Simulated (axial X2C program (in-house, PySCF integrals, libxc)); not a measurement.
Ω levels of TaI from open-shell CI on d2 s2 p(π)0

Calculated with an axial X2C code built on PySCF integrals: two-component X2C with atomic mean-field Coulomb and Gaunt terms, basis Ta dyall-v2z, I dyall-v2z (cores contracted in-house). Orbitals come from Hartree–Fock averaged over the configuration Ta d2 s2 p(π)0; CI then distributes these electrons over the d, s, p(π) shells of Ta.

R = 2.735 Å (near the minimum of the configuration average).

Lowest levels of this model:

```
Ω  energy (cm⁻¹)     g∥  μ (D)          configuration
2              0   2.24  -2.56              91% d2 s2
0           1071   0.00  -2.47   88% d2 s2 + 6% d3 s1
1           2135   2.43  -2.42              89% d2 s2
3           2957   6.10  -2.63              90% d2 s2
0           4086   0.00  -2.49   84% d2 s2 + 9% d3 s1
1           4581   2.74  -2.06  83% d2 s2 + 10% d3 s1
4           5059   9.99  -2.74              89% d2 s2
2           5059   5.62  -2.31   86% d2 s2 + 7% d3 s1
0           5915   0.00  -2.19  80% d2 s2 + 13% d3 s1
1           6860   0.83  -1.87  80% d2 s2 + 14% d3 s1
2           7015   4.20  -2.02  83% d2 s2 + 11% d3 s1
0           7734   0.00  -2.26  74% d2 s2 + 18% d3 s1
0           7897   0.00  -1.92              95% d3 s1
1           8104   3.42  -2.31  74% d2 s2 + 19% d3 s1
3           9002   8.19  -1.90  68% d2 s2 + 27% d3 s1
0           9051   0.00  -1.85   89% d3 s1 + 5% d2 s2
2           9146   5.12  -1.98  78% d3 s1 + 17% d2 s2
0          10253   0.00  -1.79              93% d3 s1
3          10906   8.14  -1.75  76% d3 s1 + 19% d2 s2
0          11029   0.00  -2.32  73% d2 s2 + 21% d3 s1
4          12148  11.24  -1.81   87% d3 s1 + 8% d2 s2
3          12255   8.50  -1.92              94% d3 s1
4          13204   8.38  -1.90  79% d2 s2 + 15% d3 s1
4          14515  10.23  -1.62              98% d3 s1
5          14981  13.79  -1.64              99% d3 s1
5          22026  11.63  -2.05              96% d3 s1
```

g∥ is the magnitude of 2⟨Lz + ge Sz⟩ for the +Ω component. μ is positive if the I end is positive.

Question: From Ω and g∥ of the lowest level, whose 2⟨Lz + ge Sz⟩ is positive, find ⟨Sz⟩ and ⟨Lz⟩ (ge = 2.0023).

Answer: Ω = ⟨Lz⟩ + ⟨Sz⟩ = 2 and ⟨Lz⟩ + ge⟨Sz⟩ = 1.120, so ⟨Sz⟩ = -0.88 and ⟨Lz⟩ = 2.88.

Occupations of the active spinors in the lowest level by ω, shell by shell in order of energy: -5/2: 0.01; -3/2: 0.00 0.02 0.01; -1/2: 0.01 0.01 0.95 0.02; 1/2: 0.75 0.23 0.91 0.04; 3/2: 0.95 0.05 0.02; 5/2: 0.02. The leading determinant has weight 0.67 among 218.

This point took 1.8 s on 1 thread of Arm Neoverse V1, with other jobs on the host.

There is no dynamic correlation: spin–orbit spacings and, for f shells, spacings inside one term are the most reliable numbers, splittings between terms come out too wide, and energies between configurations are not reliable, so the lowest level need not be the ground state of the molecule. For d shells the ligand-field splittings (σ, π, δ) and their order can be off by a thousand cm⁻¹ or more. At most 4 roots were kept for each Ω > 0 (twice that for Ω = 0) within 3.2 eV of the lowest, so higher up levels can be missing between those listed; levels with Ω > 0 are doubly degenerate and listed once, Ω = 0 levels singly. Some active spinors are only partly of the character that their shell is named for, so the shell names and counts are nominal. States that fill the shells left empty in the average are placed too high.
